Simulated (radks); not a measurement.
Species: the bismuth ion Bi12+. Configuration: [Xe] 4f14 5d3 (the NIST ground configuration).

Calculated with a radial shooting solver on a logarithmic mesh with Libxc functionals: scalar-relativistic Kohn-Sham, PBE, spin-unpolarised, spherical densities, point nucleus.

Energy parts (eV):
| part | energy |
|---|---|
| total | -584708.65 |
| kinetic | 663673.89 |
| electron-nucleus | -1446525.49 |
| Hartree | 208661.84 |
| exchange-correlation | -10518.89 |

Orbitals (lengths in bohr, moments of r in powers of bohr; <r^-3> diverges for s and p1/2; r(90%) holds 90 % of the orbital's charge):
| orbital | occ. | eigenvalue (eV) | r(90%) | <r^-3> | <r^4> |
|---|---|---|---|---|---|
| 1s | 2 | -90909.37 | 0.0290 | - | 3.322e-07 |
| 2s | 2 | -16514.50 | 0.103 | - | 0.00004770 |
| 2p | 6 | -14155.03 | 0.0988 | 31050 | 0.00003997 |
| 3s | 2 | -4150.789 | 0.252 | - | 0.001707 |
| 3p | 6 | -3476.840 | 0.260 | 7241 | 0.001917 |
| 3d | 10 | -2801.492 | 0.244 | 872.1 | 0.001471 |
| 4s | 2 | -1117.693 | 0.539 | - | 0.03678 |
| 4p | 6 | -896.6379 | 0.582 | 1798 | 0.04942 |
| 4d | 10 | -644.3668 | 0.626 | 192.6 | 0.06522 |
| 4f | 14 | -366.3447 | 0.687 | 39.99 | 0.09509 |
| 5s | 2 | -362.3764 | 1.13 | - | 0.7241 |
| 5p | 6 | -295.9251 | 1.26 | 396.3 | 1.114 |
| 5d | 3 | -217.2524 | 1.48 | 36.21 | 2.082 |

The highest occupied level is 5d at -217.25 eV. Summed over all electrons, <r^2> = 17.61 bohr^2, which gives a Langevin (diamagnetic) susceptibility term of -14 x 10^-6 cm^3/mol. The density falls to 0.001 e/bohr^3 at r = 2.21 bohr.
